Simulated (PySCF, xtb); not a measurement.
CH2NO, multiplicity 2. Atoms are numbered in the order given.

```xyz
5

N     -0.0928     1.0769     0.0000
C      0.4032    -0.1595     0.0000
O     -0.1504    -1.2107     0.0000
H     -1.0921     1.2387     0.0000
H      0.5260     1.8653     0.0000
```
Charge 0, spin multiplicity 2.

Geometry optimised at PBE0-D3(BJ)/def2-TZVP. The isomer is the one that the SMILES or the coordinates give; other isomers of the formula were not compared. One conformer was computed; it need not be the lowest.

These are IEF-PCM-PBE0/def2-SVP in PySCF values and carry that method's errors.

The values are the electrostatic part of the solvation free energy, E(continuum) − E(gas) at the gas-phase geometry, in a cavity of scaled van der Waals radii (PySCF's table); cavitation and dispersion terms are not included. The dipole moment in vacuum is 3.69 D.

| solvent | ε | ΔG(elec) (kcal/mol) | dipole (D) |
|---|---|---|---|
| water | 78.36 | -7.2 | 4.57 |
| dichloromethane | 8.93 | (withheld) | (withheld) |
| 2-propanol | 19.26 | -6.8 | 4.52 |

Fill in the missing entries. (An estimate is asked for; the answer gives what the named calculation found.)


- dichloromethane, ΔG(elec) (kcal/mol): -6.1
- dichloromethane, dipole (D): 4.44

For comparison, GFN2-xTB/ALPB(water) (xtb, at the GFN2-xTB geometry, all terms of that model) gives -7.4 kcal/mol.
